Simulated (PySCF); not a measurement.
Excitations are Tamm–Dancoff values on a coarser integration grid. The basis has no diffuse functions, so Rydberg states are missing or too high.

Cartesian coordinates (Å):
SMILES: [NH2][Ga]([NH2])[NH2]
```xyz
10

N     -1.3287    -1.2307    -0.2413
Ga     0.0090    -0.0014    -0.0565
N      1.7446    -0.5635     0.0282
N     -0.3554     1.7720    -0.2962
H     -1.1895    -2.1783     0.0743
H     -2.2883    -0.9573    -0.0955
H      1.9566    -1.4946     0.3520
H      2.4672     0.0754     0.3226
H      0.3161     2.4672    -0.0087
H     -1.2914     2.1175    -0.1506
```
Charge 0, spin multiplicity 1.

**Question.** Give the dipole moment, HOMO–LUMO gap, total energy, S1–T1 gap (TDA), LUMO, T1 excitation (TDA), S1 excitation (TDA) and S1 oscillator strength at the level r2SCAN-D4/def2-TZVP run with PySCF.

**Answer.** 
| Item | Value |
|---|---|
| dipole moment | 2.19 D |
| HOMO–LUMO gap | 5.37 eV |
| total energy | -2092.7541 Ha |
| S1–T1 gap (TDA) | 0.58 eV |
| LUMO | -0.26 eV |
| T1 excitation (TDA) | 4.94 eV |
| S1 excitation (TDA) | 5.52 eV |
| S1 oscillator strength | 0.020 |
